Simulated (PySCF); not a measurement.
**CaF: input and log**

State: ²Σ⁺ (doublet), unpaired electrons σ ↑.

An equivalent input (the run itself took its basis sets from the Basis Set Exchange, started from a PBE0 density and held the occupation σ 9α 8β, πx 3α 3β, πy 3α 3β):

```python
from pyscf import gto, dft
mol = gto.M(atom='Ca 0 0 0; F 0 0 1.962', basis={'Ca': 'aug-pcseg-1', 'F': 'aug-pcseg-1'},
            charge=0, spin=1, verbose=4, symmetry='C2v')
mf = dft.UKS(mol, xc='PBE0')
mf.grids.atom_grid = (80, 434)
mf.grids.prune = dft.gen_grid.treutler_prune
mf.irrep_nelec = {'A1': (9, 8), 'B1': (3, 3), 'B2': (3, 3)}
mf.conv_tol = 1e-9
mf.max_cycle = 60
mf.diis_space = 10
mf.kernel()
```

The log (some set-up lines and the per-cycle HOMO/LUMO lines removed):

```
******** <class 'pyscf.dft.uks_symm.SymAdaptedUKS'> ********
method = SymAdaptedUKS
damping factor = 0
level_shift factor = 0
DIIS = <class 'pyscf.scf.diis.CDIIS'>
diis_start_cycle = 1
diis_space = 10
diis_damp = 0
SCF conv_tol = 1e-09
SCF conv_tol_grad = None
SCF max_cycles = 60
number electrons alpha = 15  beta = 14
Set gradient conv threshold to 3.16228e-05
init E= -777.129106752242
cycle= 1 E= -777.122498239178  delta_E= 0.00661  |g|= 0.0154  |ddm|= 0.0779
cycle= 2 E= -777.122542063428  delta_E= -4.38e-05  |g|= 0.0158  |ddm|= 0.0755
cycle= 3 E= -777.122609154796  delta_E= -6.71e-05  |g|= 0.00538  |ddm|= 0.0106
cycle= 4 E= -777.122620894919  delta_E= -1.17e-05  |g|= 0.000316  |ddm|= 0.00486
cycle= 5 E= -777.122621025562  delta_E= -1.31e-07  |g|= 0.000151  |ddm|= 0.00206
cycle= 6 E= -777.122621050324  delta_E= -2.48e-08  |g|= 2.37e-05  |ddm|= 0.000843
cycle= 7 E= -777.122621052557  delta_E= -2.23e-09  |g|= 9.15e-06  |ddm|= 0.000217
cycle= 8 E= -777.122621052937  delta_E= -3.81e-10  |g|= 2.04e-06  |ddm|= 7.94e-05
Extra cycle  E= -777.122621052948  delta_E= -1.09e-11  |g|= 2.41e-06  |ddm|= 1.24e-05
converged SCF energy = -777.122621052948  <S^2> = 0.75014492  2S+1 = 2.0001449
```

Repeating this along the bond gives Re = 1.960 Å and ωe = 601 cm⁻¹.

A point of this curve took 1.2 CPU seconds beside 0.12 for the integrals, on Arm Neoverse V1 (shared host).

The state was picked by a PBE0 search and need not be the measured ground state.
